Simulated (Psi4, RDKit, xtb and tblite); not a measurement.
Conformational energy of C₃H₆OS, SMILES CS/C=C\O. Scanned: dihedral C1–S2–C3–C4; all other coordinates were relaxed at GFN2-xTB. Points at φ and −φ are mirror images. Heavy atoms are numbered in the order of the SMILES CS/C=C\O, hydrogens after them in the order of the atoms that carry them; the mirror image has the same energies with the sign of each dihedral reversed. Each profile is relative to its own lowest point.

```
φ / °     A     B     C
-----  ----  ----  ----
-165   14.1   0.5   0.3
-150    9.5   1.7   0.0
-135    4.8   3.4   0.2
-120    1.5   5.6   1.1
-105    0.0   7.8   2.5
-90     0.2   9.6   4.2
-75     2.0  11.7   6.3
-60     7.1  16.4  10.1
-45    18.2  26.3  12.9
-30    24.8  36.6  15.7
-15    29.4  46.9  17.9
0      31.0  51.2  18.6
15     29.4  46.9  17.9
30     24.8  36.6  15.7
45     18.2  26.3  12.9
60      7.1  16.4  10.1
75      2.0  11.7   6.3
90      0.2   9.6   4.2
105     0.0   7.8   2.5
120     1.5   5.6   1.1
135     4.8   3.4   0.2
150     9.5   1.7   0.0
165    14.1   0.5   0.3
180    16.1   0.0   0.5
```

Energies in kJ/mol.

Question: Match the curves with the methods GFN2-xTB (xtb and tblite); MMFF94 // GFN2-xTB (RDKit); DF-MP2 (frozen core)/cc-pVTZ // GFN2-xTB (Psi4 1.11).

Answer: A is MP2/cc-pVTZ; B is MMFF94; C is GFN2-xTB.
